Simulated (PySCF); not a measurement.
**Dipole polarisabilities along the 4d series**

Calculated with PySCF 2.14 for the ground configurations, without spin-orbit coupling: coupled response for Hartree-Fock and DFT. Mean α in bohr³, C₆ of like pairs in atomic units.

```tsv
species	α UHF	α PBE	α PBE0	α recommended (Schwerdtfeger and Nagle)	C₆ UHF	C₆ PBE	C₆ PBE0
Zr [Kr] 4d2 5s2 (def2-TZVPPD with the def2 core potential (28 electrons), ECP)	176.6	116.6	123.1	112 ± 13	2363	1564	1688
Nb [Kr] 4d4 5s1 (def2-TZVPPD with the def2 core potential (28 electrons), ECP)	126.6	81.90	88.43	98 ± 8	1440	791.6	886.3
Mo [Kr] 4d5 5s1 (def2-TZVPPD with the def2 core potential (28 electrons), ECP)	103.9	66.13	71.78	87 ± 6	1076	593.9	664.4
Tc [Kr] 4d5 5s2 (def2-TZVPPD with the def2 core potential (28 electrons), ECP)	132.7	82.89	88.85	79 ± 10	1487	894.8	980.7
Ru [Kr] 4d7 5s1 (def2-TZVPPD with the def2 core potential (28 electrons), ECP)	90.63	53.19	58.26	72 ± 10	809.3	419.1	469.5
Rh [Kr] 4d8 5s1 (def2-TZVPPD with the def2 core potential (28 electrons), ECP)	87.47	49.96	54.97	66 ± 10	748.3	375.3	421.6
Pd [Kr] 4d10 (def2-TZVPPD with the def2 core potential (28 electrons), ECP)	14.94	20.01	18.09	26.14 ± 0.1	70.55	89.86	83.26
Ag [Kr] 4d10 5s1 (def2-TZVPPD with the def2 core potential (28 electrons), ECP)	81.08	44.60	49.56	55 ± 8	642.2	303.5	344.7
Cd [Kr] 4d10 5s2 (def2-TZVPPD with the def2 core potential (28 electrons), ECP)	61.91	45.02	48.44	46 ± 2	582.2	377.0	416.3
```

Hartree-Fock lacks correlation. All values carry a basis error, and heavy open shells lack spin-orbit coupling.
